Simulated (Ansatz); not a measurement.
Consider the atomization: `CCO[SiH2]OC` → 3 C• + 10 H• + 2 O• + Si•.

Isolated molecules relaxed with PBE0-D4/def2-TZVP in Ansatz; ΔE leaves out vibrations. CBS: MP2 limit from def2 TZ/QZ plus the TZ coupled-cluster correction, frozen cores. This one scheme is used for every species, atoms too. DFT in def2-TZVPP. B3LYP here is the variant with VWN-RPA as its local correlation; programs differ in this. Open shells (•) are unrestricted, without spin–orbit coupling. Spin–orbit coupling would lower the free atoms: a little for C, O, Si. Each species was taken in one conformer, which may not be the lowest.

```csv
species,B3LYP energy (Eh)
`CCO[SiH2]OC`,-560.50371
C•,-37.85948
H•,-0.50215
O•,-75.09627
Si•,-289.39209
```

Question: Work out ΔE.

Answer: ΔE = 10 × (-0.50215) + 3 × (-37.85948) + 2 × (-75.09627) + (-289.39209) − (-560.50371) = 2.31914 Eh = +6088.9 kJ/mol. CCSD(T)/CBS gives +6148.6 kJ/mol.

Largest T1 diagnostic among the species: 0.012.

From r2SCAN to r2SCAN0 (25 % exact exchange), in def2-TZVPP and without D4, ΔE moves by −81.5 kJ/mol: exact exchange takes away binding that semilocal exchange gives to molecules. In def2-TZVPP, CCSD(T) changes the Hartree–Fock value by +1448.9 kJ/mol (the triples alone add +74.7 kJ/mol) and MP2 by +1526.9 kJ/mol; breaking electron pairs costs correlation energy, which Hartree–Fock lacks.

For atomizations the MP2-based limit and the directly extrapolated one differ by several kJ/mol either way, and by 10 to 25 for some Ge, Se and Sn compounds, so smaller differences from it don't rank the levels.
